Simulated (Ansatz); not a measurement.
`N#C[Si](F)(F)F` and `F[Si](F)(F)[SiH2]Cl` differ in one atom or group.

Ansatz, PBE0-D4/def2-TZVP geometries, multiplicity 1. Each molecule was computed in one conformer, which needn't be the lowest.

```csv
property,`N#C[Si](F)(F)F`
zero-point energy (PBE0-D4/def2-TZVP) / kJ/mol,47.8
LUMO energy (ωB97M-V/def2-TZVPP) / eV,0.85
HOMO–LUMO gap (PBE/def2-TZVPP) / eV,7.02
"ideal-gas entropy at 298 K and 1 bar (rigid rotor, harmonic PBE0-D4/def2-TZVP) / J/(mol·K)",323
size of the dipole moment (ωB97M-V/def2-TZVPP) / D,1.68
HOMO energy (ωB97M-V/def2-TZVPP) / eV,-13.34
```

(1) What does the change do to each property? (Estimate.)

Results:

(1) Ansatz gave: 
```
                                                                                  property  `F[Si](F)(F)[SiH2]Cl`  shift
                                            zero-point energy (PBE0-D4/def2-TZVP) / kJ/mol                   75.5   27.7
                                                     LUMO energy (ωB97M-V/def2-TZVPP) / eV                   0.71  -0.14
                                                       HOMO–LUMO gap (PBE/def2-TZVPP) / eV                   5.66  -1.36
ideal-gas entropy at 298 K and 1 bar (rigid rotor, harmonic PBE0-D4/def2-TZVP) / J/(mol·K)                    385     62
                                        size of the dipole moment (ωB97M-V/def2-TZVPP) / D                   1.77   0.09
                                                     HOMO energy (ωB97M-V/def2-TZVPP) / eV                 -11.08   2.26
```

With PBE0 the HOMO rises by 2.01 eV and the LUMO rises by 0.24 eV, so the gap narrows by about 1.77 eV. PBE moves the HOMO by 1.75 eV and ωB97M-V by 2.26 eV. The zero-point energy changes by 27.7 kJ/mol with +6 modes. Dipoles are sizes alone; their direction can turn. Modes under 60 cm⁻¹, often nearly free rotors, make the harmonic entropy too high.
